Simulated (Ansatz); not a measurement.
`[F][SnH2][AsH2]` + propene → `C=C[CH2][SnH2][F]` + arsine at 298.15 K and 1 bar (formal exchange of groups at the Sn–As bond).

Isolated molecules relaxed with PBE0-D4/def2-TZVP in Ansatz; ΔE leaves out vibrations. CCSD(T)/CBS is the MP2 limit (def2-TZVPP, def2-QZVPP) plus CCSD(T) − MP2 in def2-TZVPP, frozen cores. Elements past krypton have def2 core potentials. For As, Sn outer-core shells are correlated without core-valence functions, which leaves a few kJ/mol of doubt a bond. Scalar relativity is left out up to krypton. One conformer a species, not always the lowest.

```json
{"species": "`[F][SnH2][AsH2]`", "CCSD(T)/CBS energy (Eh)": "-2551.25762", "H − E (kJ/mol)": "100.7", "S (J/(mol·K))": "348.3"}
{"species": "`C=CC`", "CCSD(T)/CBS energy (Eh)": "-117.74610", "H − E (kJ/mol)": "222.5", "S (J/(mol·K))": "264.5"}
{"species": "`C=C[CH2][SnH2][F]`", "CCSD(T)/CBS energy (Eh)": "-432.18688", "H − E (kJ/mol)": "247.0", "S (J/(mol·K))": "373.1"}
{"species": "`[AsH3]`", "CCSD(T)/CBS energy (Eh)": "-2236.79077", "H − E (kJ/mol)": "67.8", "S (J/(mol·K))": "222.9"}
```

H − E and S are ideal-gas, rigid-rotor, harmonic terms from PBE0-D4/def2-TZVP, for one conformer and one mirror image of each species. 1 Eh = 2625.50 kJ/mol, R = 8.31446 J/(mol·K).

Problem. By hand: ΔE, ΔH, ΔS and ΔG.

Solution. ΔE = (-432.18688) + (-2236.79077) − (-2551.25762) − (-117.74610) = 0.02607 Eh = 68.4 kJ/mol. Δ(H − E) = 247.0 + 67.8 − 100.7 − 222.5 = -8.4, so ΔH = 60.0 kJ/mol. ΔS = 373.1 + 222.9 − 348.3 − 264.5 = -16.8 J/(mol·K). ΔG = 60.0 − 298.15 × (-16.8)/1000 = 65.0 kJ/mol.

Problem. By hand: the equilibrium constant, and the temperature at which ΔG would vanish if ΔH and ΔS stayed fixed.

Solution. log₁₀ K = −ΔG/(RT ln 10) = -11.4. ΔH and −TΔS have one sign here, so there is no such temperature.

ΔH outweighs TΔS. A doubt of 5 kJ/mol in ΔE shifts log₁₀ K by 0.9 here. Other conformers and mirror images would add mixing entropy, several J/(mol·K) or more a flexible species. Modes under 60 cm⁻¹, often nearly free rotors, make the harmonic entropy too high. These are equilibria of isolated gas molecules and say nothing of rates. Largest T1 diagnostic: 0.013 (customary marks: 0.02 for closed shells, 0.045 for open ones).
